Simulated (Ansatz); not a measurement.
Ansatz (an electronic-structure program) input (r2SCAN/def2-TZVPD):

Ansatz 0.2 input:
```yaml
crystal:
  periodic: [false, false, false]
  atoms:
    - {symbol: C, position_ang: [2.09124632, -0.01937157, 0.06352060]}
    - {symbol: C, position_ang: [0.87549652, -0.13973917, 0.05976245]}
    - {symbol: B, position_ang: [-0.54822379, -0.41436705, 0.09091539]}
    - {symbol: C, position_ang: [-1.91006747, 0.25948412, -0.13083137]}
    - {symbol: H, position_ang: [3.15097737, 0.06584455, 0.07310775]}
    - {symbol: H, position_ang: [-2.08438004, 0.92572021, 0.72540071]}
    - {symbol: H, position_ang: [-1.90695701, 0.90076824, -1.01951606]}
    - {symbol: H, position_ang: [-2.75857371, -0.42273811, -0.18827937]}
basis:
  gaussian:
    orbitals: def2-TZVPD
hamiltonian:
  xc: {name: r2SCAN}
magnetization: {spin_polarized: true, initial_magnetization: 1}
output: {forces: true}
```

Output:

```
Functional definition: r2SCAN
integrals: 0.07 GiB planned
891 factors; their error is unknown
0.31 GiB of the device are held for the grids
0.69 GiB of device memory are held for the factors and their scratch space
mean field: 0.84 GiB planned
mean field evaluation 1: about -3836.0510 eV, gradient 5.0e1 eV
mean field evaluation 2: about -3821.7410 eV, gradient 6.7e1 eV
mean field evaluation 4: about -3847.3089 eV, gradient 1.1e1 eV
mean field evaluation 8: about -3847.9451 eV, gradient 1.1e-1 eV
mean field evaluation 16: about -3847.9240 eV, gradient 3.0e-3 eV
mean field evaluation 32: about -3847.9140 eV, gradient 1.1e0 eV
mean field -3847.92398360 eV, -141.4085981806 hartree, gradient 4.6e-5 eV, S^2 0.767399; 3 other end points of the search recorded, 0 dependent functions left out
the calculation of the forces begins
reference -3847.92400110 eV, -141.4085988237 hartree; 14, 13 occupied and 170, 171 virtual orbitals, 891 factors
Total energy: -3847.92400110 eV, -141.4085988237 hartree
Atom 0 at     2.091246    -0.019372     0.063521 Å, force     0.306127     0.018878     0.004192 eV/Å
Atom 1 at     0.875497    -0.139739     0.059762 Å, force    -0.302469     0.002346    -0.013422 eV/Å
Atom 2 at    -0.548224    -0.414367     0.090915 Å, force    -0.099757    -0.002199     0.014252 eV/Å
Atom 3 at    -1.910067     0.259484    -0.130831 Å, force     0.065999    -0.062027    -0.022631 eV/Å
Atom 4 at     3.150977     0.065845     0.073108 Å, force     0.055087     0.004234     0.000819 eV/Å
Atom 5 at    -2.084380     0.925720     0.725401 Å, force     0.000737     0.019562     0.006250 eV/Å
Atom 6 at    -1.906957     0.900768    -1.019516 Å, force    -0.001682     0.031653     0.001835 eV/Å
Atom 7 at    -2.758574    -0.422738    -0.188279 Å, force    -0.024041    -0.012448     0.008706 eV/Å
Dipole moment:    -0.024706     0.162472    -0.034321 e Å
```

It need not be the lowest isomer of its formula.
